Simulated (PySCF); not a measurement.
How methods differ on the electron affinity of In

In⁻ [Kr] 4d10 5s2 5p2 (3P) → In [Kr] 4d10 5s2 5p1 (2P), as a difference of total energies. Computed with PySCF 2.14 in aug-cc-pVTZ-PP with one added diffuse shell each of d, f type with ECP28MDF (6s5p5d3f, 67 functions), with scalar relativity through the core potential. Correlated levels: valence: 4s2 4p6 4d10 frozen. The calculations carry no spin-orbit coupling.

Order these methods by the electron affinity they give, lowest first.
A. UHF
B. revPBE
C. LC-wPBE
D. PW91

A (0.076 eV), C (0.413 eV), B (0.487 eV), D (0.559 eV).

The reference lies between the lowest fine-structure levels, while these numbers refer to the centres of the terms.

Errors of the correlated levels include the incompleteness of this basis and the frozen core.

In the anion the highest occupied orbital energy is positive at LDA, PBE, PBE0, r2SCAN, BLYP, PW91, revPBE, a self-interaction effect; the basis confines that electron, and the energy difference can still be sensible.

For comparison: 0.384 eV (measured; photodetachment measurements, as compiled on the Wikipedia data page of electron affinities).
